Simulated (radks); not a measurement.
Valence configurations of Co+ (all share [Ar]). Calculated with a radial shooting solver on a logarithmic mesh with Libxc functionals: scalar-relativistic Kohn-Sham, PBE, spin-polarised, spherical densities, finite nucleus; open shells are filled with parallel spins first; Fermi nuclear charge, rms radius 3.7875 fm. Energies are relative to 3d8; eigenvalues in eV for spin up.

valence      E (eV)  moment (Bohr magnetons)    e(3d)    e(4p)    e(4s)
3d8           0.000                        2  -13.030        -        -
3d7.5 4s0.5   0.091                        3  -15.464        -  -12.435
3d7 4s1       0.606                        4  -18.180        -  -13.469
3d6.5 4s1.5   2.619                        4  -21.192        -  -14.188
3d7.5 4p0.5   2.681                        3  -16.198   -7.679        -
3d6 4s2       5.326                        4  -24.454        -  -14.910
3d7 4p1       6.137                        4  -19.627   -8.746        -
3d6 4s1 4p1   9.547                        6  -25.799  -10.078  -16.321
3d6 4p2      15.831                        6  -27.148  -10.736        -
3d5 4s2 4p1  18.903                        6  -33.079  -11.064  -17.870

NIST lists [Ar] 3d8 as the ground configuration; this level of theory agrees among the configurations tried. The energies are those of spherical high-spin densities, not of single terms.
